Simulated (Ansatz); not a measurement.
Ideal-gas functions of ClH$_{3}$NOSTa (`[NH2][Ta]([OH])(=[S])[Cl]`) at 500 K and 1 bar, from an Ansatz frequency run at PBE0-D4/def2-TZVP.

Molar mass 281.5 g/mol, point group C1 (symmetry number 1), electronic degeneracy 1, moments of inertia 226.835, 321.331, 374.846 u Å². Harmonic wavenumbers (cm⁻¹, unscaled): 126, 137, 175, 179, 196, 333, 352, 394, 496, 509, 539, 607, 698, 728, 1539, 3567, 3670, 3925.

Use S(trans) = R[1.5 ln M + 2.5 ln T − 1.1517]; rotational temperatures θ = 24.2544 K / I; S(rot) = R[ln(√π/σ · √(T³/θAθBθC)) + 1.5]; for each mode x = 1.438777 ν̃/T, S = R[x/(eˣ − 1) − ln(1 − e⁻ˣ)] and H = RT x/(eˣ − 1); 1 cm⁻¹ = 0.0119627 kJ/mol; R = 8.31446 J/(mol·K).

Task: By hand: the entropy, in J/(mol·K).

Result: Translation 189.9. Rotation: θ = 0.1069, 0.0755, 0.0647 K, giving 126.2. Vibration, mode by mode: 16.80, 16.11, 14.11, 13.92, 13.19, 8.98, 8.55, 7.70, 6.03, 5.85, 5.45, 4.66, 3.79, 3.54, 0.54, 0.00, 0.00, 0.00, in all 129.2. Electronic 0.0. Sum 445.3 J/(mol·K).

Task: By hand: H − E and G − E in kJ/mol, counted from the electronic energy.

Result: Zero-point energy ½ × 18170 × 0.0119627 = 108.7; thermal vibration 33.1; translation, rotation and pV give 4 RT = 16.6. H − E = 158.4 kJ/mol, and G − E = 158.4 − 500 × 445.3/1000 = -64.2 kJ/mol.

Vibration gives 29 % of the entropy, 32.9 J/(mol·K) of it from the modes under 150 cm⁻¹: soft modes count most, and the harmonic formula is weakest for them. The sum counts one conformer and one mirror image; others add a mixing term.
